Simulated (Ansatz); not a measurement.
Species: sum formula H8Si2N2O (charge 0, singlet). 
Geometry from a B3LYP-D3(BJ)/def2-TZVP (Ansatz, an electronic-structure program) optimisation:
```
O
Si 1 1.6397
Si 1 1.6397 2 148.21
N 2 1.7106 1 116.02 3 84.13
H 4 1.0071 2 121.80 1 -79.94
H 4 1.0073 5 111.55 2 -155.75
N 3 1.7106 1 116.02 2 -84.50
H 7 1.0071 3 121.79 1 79.83
H 7 1.0073 8 111.55 3 155.68
H 2 1.4756 1 106.16 3 -156.67
H 3 1.4756 1 106.17 2 156.30
H 2 1.4800 10 112.75 1 -118.22
H 3 1.4800 11 112.75 1 118.22
```

Dipole moments at this geometry, in debye (magnitudes).

```
level                    program  dipole (D)
-----------------------  -------  ----------
revPBE/def2-TZVPD         Ansatz        2.58
r2SCAN/def2-TZVPD         Ansatz         ___
B3LYP/def2-TZVPD          Ansatz        2.49
BHLYP/def2-TZVPD          Ansatz        2.44
r2SCAN0/def2-TZVPD        Ansatz        2.55
HSE06/def2-TZVPD          Ansatz        2.53
LC-wPBE/def2-TZVPD        Ansatz        2.55
wB97M-V/def2-TZVPD        Ansatz        2.55
wB97X-V/def2-TZVPD        Ansatz        2.51
CCSD(T)/aug-cc-pV(D+d)Z   Ansatz         ___
```

**Question.** What belongs in the gaps?

**Answer.** 
- r2SCAN/def2-TZVPD, dipole (D): 2.61
- CCSD(T)/aug-cc-pV(D+d)Z, dipole (D): 2.47
